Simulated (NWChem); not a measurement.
System: C5H12O3Si; SMILES C=C[Si](OC)(OC)OC

NWChem input:

```
start job
memory heap 200 mb stack 900 mb global 1100 mb
geometry units angstroms
  C      0.934240    -1.867601    -1.993562
  C      0.101756    -0.880574    -1.704541
  Si    -0.077504    -0.034353    -0.029732
  O      0.156297     1.583691    -0.163945
  C      1.281934     2.241053    -0.677651
  O      0.983232    -0.806743     0.923548
  C      1.060413    -0.810137     2.324868
  O     -1.540446    -0.163847     0.664213
  C     -2.736430     0.451201     0.270609
  H      1.588057    -2.276162    -1.242493
  H      0.997370    -2.306002    -2.978431
  H     -0.535625    -0.503191    -2.497608
  H      1.133875     3.312272    -0.535323
  H      2.189227     1.925432    -0.158122
  H      1.399912     2.027363    -1.742516
  H      0.085967    -1.030758     2.761840
  H      1.402102     0.159493     2.694936
  H      1.775754    -1.581504     2.613314
  H     -2.580319     1.512967     0.075923
  H     -3.454091     0.328276     1.082553
  H     -3.127834    -0.022923    -0.632424
end
basis spherical
  * library 6-31g*
end
dft
  xc b3lyp
  iterations 150
end
driver
  maxiter 120
end
task dft optimize
```

NWChem printed, in part:

```
             Northwest Computational Chemistry Package (NWChem) 7.3.0
             --------------------------------------------------------

 C1  symmetry detected

                             Geometry "geometry" -> ""
                             -------------------------

 Output coordinates in angstroms (scale by  1.889725989 to convert to a.u.)

  No.       Tag          Charge          X              Y              Z
 ---- ---------------- ---------- -------------- -------------- --------------
    1 C                    6.0000    -0.66865794     2.39089479    -1.47796908
    2 C                    6.0000    -1.06275707     1.19745817    -1.06423006
    3 Si                  14.0000    -0.02600129    -0.03648971    -0.08662105
    4 O                    8.0000    -0.77253805    -0.44657146     1.31525564
    5 C                    6.0000    -1.19863367     0.41381950     2.33567086
    6 O                    8.0000     1.40992788     0.69733679     0.08686092
    7 C                    6.0000     2.64232249     0.13470876     0.45335705
    8 O                    8.0000     0.24017096    -1.46052918    -0.82132615
    9 C                    6.0000    -0.68089166    -2.48823318    -1.06433648
   10 H                    1.0000     0.32872782     2.74283351    -1.27830891
   11 H                    1.0000    -1.31490754     3.05876632    -2.02792985
   12 H                    1.0000    -2.07870507     0.89002598    -1.28997957
   13 H                    1.0000    -1.57364541    -0.20241546     3.15378426
   14 H                    1.0000    -0.37369267     1.03357652     2.69355514
   15 H                    1.0000    -1.99561423     1.06997790     1.97818263
   16 H                    1.0000     2.85532672    -0.74803566    -0.15042655
   17 H                    1.0000     2.63764097    -0.15136831     1.50788160
   18 H                    1.0000     3.41177481     0.88943260     0.28526195
   19 H                    1.0000    -1.26214907    -2.70759089    -0.16787547
   20 H                    1.0000    -0.11759478    -3.37320224    -1.36254331
   21 H                    1.0000    -1.36192268    -2.20492179    -1.87018427

 Effective nuclear repulsion energy (a.u.)     592.1764864052

                                Z-matrix (autoz)
                                --------

 Units are Angstrom for bonds and degrees for angles

[...]

      ----------------------
      Optimization converged
      ----------------------

  Step       Energy      Delta E   Gmax     Grms     Xrms     Xmax
  ---- ---------------- -------- -------- -------- -------- --------
@   27    -712.99825930 -9.6D-08  0.00002  0.00000  0.00036  0.00098
                                     ok       ok       ok       ok

                                Z-matrix (autoz)
                                --------

 Units are Angstrom for bonds and degrees for angles

      Type          Name      I     J     K     L     M      Value     Gradient
      ----------- --------  ----- ----- ----- ----- ----- ---------- ----------
    1 Stretch                  1     2                       1.33961   -0.00000
    2 Stretch                  1    10                       1.08751    0.00000
    3 Stretch                  1    11                       1.08966    0.00001
    4 Stretch                  2     3                       1.85821   -0.00002
    5 Stretch                  2    12                       1.09264   -0.00001
    6 Stretch                  3     4                       1.65962    0.00001
    7 Stretch                  3     6                       1.64755   -0.00000
    8 Stretch                  3     8                       1.65034    0.00000
    9 Stretch                  4     5                       1.42036    0.00000
   10 Stretch                  5    13                       1.09455   -0.00000
   11 Stretch                  5    14                       1.09756   -0.00000
   12 Stretch                  5    15                       1.09826   -0.00000
   13 Stretch                  6     7                       1.42242    0.00000
   14 Stretch                  7    16                       1.09573   -0.00000
   15 Stretch                  7    17                       1.09777   -0.00000
   16 Stretch                  7    18                       1.09428   -0.00000
   17 Stretch                  8     9                       1.41970   -0.00000
   18 Stretch                  9    19                       1.09601   -0.00000
   19 Stretch                  9    20                       1.09454   -0.00000
   20 Stretch                  9    21                       1.09861   -0.00000
   21 Bend                     1     2     3               123.76271   -0.00000
   22 Bend                     1     2    12               117.86008   -0.00000
   23 Bend                     2     1    10               121.43673    0.00000
   24 Bend                     2     1    11               122.43392   -0.00000
   25 Bend                     2     3     4               110.53979    0.00000
   26 Bend                     2     3     6               106.25653   -0.00000
   27 Bend                     2     3     8               114.18257    0.00000
   28 Bend                     3     2    12               118.37680    0.00001
   29 Bend                     3     4     5               124.02047   -0.00000
   30 Bend                     3     6     7               124.35832    0.00001
   31 Bend                     3     8     9               125.67656    0.00000
   32 Bend                     4     3     6               113.65879    0.00000
   33 Bend                     4     3     8               104.94285   -0.00000
   34 Bend                     4     5    13               108.19386   -0.00000
   35 Bend                     4     5    14               111.03026    0.00000
   36 Bend                     4     5    15               111.85459    0.00000
   37 Bend                     6     3     8               107.41184    0.00000
   38 Bend                     6     7    16               111.19152   -0.00000
   39 Bend                     6     7    17               111.16590    0.00000
   40 Bend                     6     7    18               107.93064   -0.00000
   41 Bend                     8     9    19               111.48531   -0.00000
   42 Bend                     8     9    20               108.02748   -0.00000
   43 Bend                     8     9    21               111.09173   -0.00000
   44 Bend                    10     1    11               116.12923   -0.00000
   45 Bend                    13     5    14               108.61549    0.00000
   46 Bend                    13     5    15               108.61328   -0.00000
   47 Bend                    14     5    15               108.45575   -0.00000
   48 Bend                    16     7    17               108.80440   -0.00000
   49 Bend                    16     7    18               109.07380    0.00000
   50 Bend                    17     7    18               108.61663    0.00000
   51 Bend                    19     9    20               108.97609    0.00000
   52 Bend                    19     9    21               108.89491    0.00000
   53 Bend                    20     9    21               108.28813   -0.00000
   54 Torsion                  1     2     3     4         127.64084    0.00000
   55 Torsion                  1     2     3     6           3.88651    0.00000
   56 Torsion                  1     2     3     8        -114.31847    0.00000
   57 Torsion                  2     3     4     5         -55.31182   -0.00000
   58 Torsion                  2     3     6     7        -166.27623    0.00000
   59 Torsion                  2     3     8     9         -79.60730    0.00000
   60 Torsion                  3     2     1    10          -0.25642    0.00000
   61 Torsion                  3     2     1    11         179.61259    0.00000
   62 Torsion                  3     4     5    13         165.43143   -0.00000
   63 Torsion                  3     4     5    14         -75.46730   -0.00000
   64 Torsion                  3     4     5    15          45.84002   -0.00000
   65 Torsion                  3     6     7    16          52.57870   -0.00000
   66 Torsion                  3     6     7    17         -68.81001   -0.00000
   67 Torsion                  3     6     7    18         172.17152   -0.00000
   68 Torsion                  3     8     9    19         -47.77405    0.00001
   69 Torsion                  3     8     9    20        -167.48335    0.00000
   70 Torsion                  3     8     9    21          73.88232    0.00001
   71 Torsion                  4     3     2    12         -52.59671    0.00000
   72 Torsion                  4     3     6     7          71.93711    0.00000
   73 Torsion                  4     3     8     9          41.58512    0.00000
   74 Torsion                  5     4     3     6          64.06321   -0.00001
   75 Torsion                  5     4     3     8        -178.86837   -0.00001
   76 Torsion                  6     3     2    12        -176.35103    0.00000
   77 Torsion                  6     3     8     9         162.84866    0.00000
   78 Torsion                  7     6     3     8         -43.68482    0.00000
   79 Torsion                  8     3     2    12          65.44399    0.00000
   80 Torsion                 10     1     2    12         179.97998    0.00000
   81 Torsion                 11     1     2    12          -0.15101    0.00000

                         Geometry "geometry" -> "geometry"
                         ---------------------------------

 Output coordinates in angstroms (scale by  1.889725989 to convert to a.u.)

  No.       Tag          Charge          X              Y              Z
 ---- ---------------- ---------- -------------- -------------- --------------
    1 C                    6.0000    -0.70958928     2.39919435    -1.48008756
    2 C                    6.0000    -1.12235607     1.20428868    -1.03695442
    3 Si                  14.0000    -0.02943045     0.00468090    -0.13173903
    4 O                    8.0000    -0.73900398    -0.46976787     1.29154386
    5 C                    6.0000    -1.17855660     0.42988670     2.29893559
    6 O                    8.0000     1.41867878     0.76349790     0.07223466
    7 C                    6.0000     2.61907131     0.10982703     0.46601465
    8 O                    8.0000     0.25930197    -1.39817336    -0.95164105
    9 C                    6.0000    -0.62733507    -2.50349449    -1.03926122
   10 H                    1.0000     0.31164791     2.73960204    -1.32558083
   11 H                    1.0000    -1.36793832     3.08366771    -2.01434289
   12 H                    1.0000    -2.16101301     0.92129973    -1.22394070
   13 H                    1.0000    -1.82862996    -0.11911906     2.98743382
   14 H                    1.0000    -0.32902831     0.83266170     2.86524040
   15 H                    1.0000    -1.74524676     1.27078925     1.87712750
   16 H                    1.0000     2.83174949    -0.75006419    -0.17894798
   17 H                    1.0000     2.55987115    -0.23448625     1.50670961
   18 H                    1.0000     3.43815963     0.83064781     0.38260135
   19 H                    1.0000    -1.02215011    -2.78041599    -0.05504383
   20 H                    1.0000    -0.07162150    -3.35166892    -1.45132646
   21 H                    1.0000    -1.46840032    -2.28338069    -1.71089615

 Effective nuclear repulsion energy (a.u.)     589.9087667606

                Final and change from initial internal coordinates
                --------------------------------------------------

                                Z-matrix (autoz)
                                --------

 Units are Angstrom for bonds and degrees for angles

[...]
```

Level: B3LYP/6-31G* (spherical d). Not confirmed as a minimum by frequencies.
